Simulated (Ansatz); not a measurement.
A structure relaxed at PBE0-D4/def2-TZVP, charge 0, multiplicity 1:

Cartesian coordinates in Å:
```
C -0.050 -1.548 -0.656
Se 0.468 0.137 -1.549
Hf 0.074 1.532 0.557
F -1.742 1.337 1.075
F 0.516 3.336 0.179
F 1.141 0.803 1.948
H -1.121 -1.558 -0.462
H 0.200 -2.345 -1.354
H 0.515 -1.694 0.263
```

(1) Give its formula and SMILES.

(2) Summarise the bond lengths by kind.

## Answers

(1) CH3F3HfSe, `C[Se][Hf]([F])([F])[F]`.

(2) 1 × C–Se 1.977 Å; 3 × C–H 1.088 to 1.089 Å; 1 × Hf–Se 2.557 Å; 3 × F–Hf 1.895 to 1.899 Å.

Results of the Gaussian-basis code of Ansatz.
